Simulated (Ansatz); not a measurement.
Cost and result for the atomization energy of CH₆SSiSn (`C1[SiH2][SnH2][S]1`) (10 atoms, 10 bonds).

Z-matrix (Å, degrees):
```
C
S 1 1.838
Si 1 1.893 2 104.8
H 1 1.092 2 108.7 3 -121.3
H 1 1.092 2 109.9 3 120.4
Sn 2 2.443 1 90.1 3 -22.5
H 3 1.487 1 111.0 2 -88.2
H 3 1.490 1 115.9 2 147.1
H 6 1.708 2 112.6 1 136.3
H 6 1.711 2 112.0 1 -101.5
```

The species carries charge 0 and has multiplicity 1. Correlated methods include outer-core shells of Sn, which these sets cover unevenly. Sn: def2 effective core potential. All single points use the PBE0-D4/def2-TZVP geometry. Program: Ansatz. All runs use 4 threads of an Arm Neoverse V1 on a shared host. Times are those of one run each, without the atoms' runs, and a repeat can differ threefold. Electronic energies, without spin–orbit coupling; frozen cores. CCSD(T)/CBS adds CCSD(T) − MP2 in def2-TZVPP to the MP2 limit, and its time is that of the two runs behind it. T1 = 0.013. With those shells the extrapolation isn't a true limit. B3LYP takes the VWN-RPA correlation (the form of Gaussian; ORCA's B3LYP/G).

CCSD(T)/CBS is a level of theory with its own doubt, some kJ/mol a heavy atom from the limit and from the frozen cores, so smaller differences don't rank the functionals.

| level | functions | wall time |
| --- | --- | --- |
| PBE-D4/def2-TZVPP (with forces) | 249 | 3.3 s |
| PBE0-D4/def2-TZVPP | 249 | 4.3 s |
| r2SCAN-D4/def2-TZVPP (with forces) | 249 | 7 s |
| B3LYP-D4/def2-TZVPP (with forces) | 249 | 7 s |
| B2PLYP/def2-TZVPP | 249 | 8 s |
| ωB97X-V/def2-TZVPP | 249 | 11 s |
| ωB97M-V/def2-TZVPP (with forces) | 249 | 17 s |
| MP2/def2-QZVPP | 459 | 26 s |
| CCSD(T)/def2-TZVPP | 249 | 3.6 min |
| CCSD(T)/CBS(def2) | – | 4 min |

**Question.** What atomization energy does each give, and how far from CCSD(T)/CBS? (Estimate.)

**Answer.** Computed: 
| level | atomization (kJ/mol) | difference from CCSD(T)/CBS | per bond |
| --- | --- | --- | --- |
| PBE-D4/def2-TZVPP (with forces) | 3045.9 | 0.8 | 0.1 |
| PBE0-D4/def2-TZVPP | 3020.9 | -24.2 | -2.4 |
| r2SCAN-D4/def2-TZVPP (with forces) | 3032.4 | -12.7 | -1.3 |
| B3LYP-D4/def2-TZVPP (with forces) | 3007.3 | -37.8 | -3.8 |
| B2PLYP/def2-TZVPP | 2963.4 | -81.7 | -8.2 |
| ωB97X-V/def2-TZVPP | 3058.4 | 13.3 | 1.3 |
| ωB97M-V/def2-TZVPP (with forces) | 3033.5 | -11.6 | -1.2 |
| MP2/def2-QZVPP | 3001.3 | -43.8 | -4.4 |
| CCSD(T)/def2-TZVPP | 2950.1 | -95.0 | -9.5 |
| CCSD(T)/CBS(def2) | 3045.1 | 0.0 | 0.0 |

From PBE to PBE0 (25 % exact exchange), in def2-TZVPP and without D4, the atomization energy moves by −20.7 kJ/mol: exact exchange takes away binding that semilocal exchange gives to molecules. The D4 term adds +47.0 kJ/mol with B3LYP and +24.4 kJ/mol with PBE0; it sums over pairs of atoms, weighted by their polarisabilities, and B3LYP, whose exchange is more repulsive, gets the larger term. In def2-TZVPP, CCSD(T) changes the Hartree–Fock value by +779.3 kJ/mol (the triples alone add +49.7 kJ/mol) and MP2 by +774.3 kJ/mol; breaking electron pairs costs correlation energy, which Hartree–Fock lacks.

Spin–orbit coupling would lower the free Sn atoms strongly, and the atomization energy with them, by more than many differences here. For some Ge, Se and Sn compounds the MP2-based and the directly extrapolated limit differ by 10 to 25 kJ/mol.
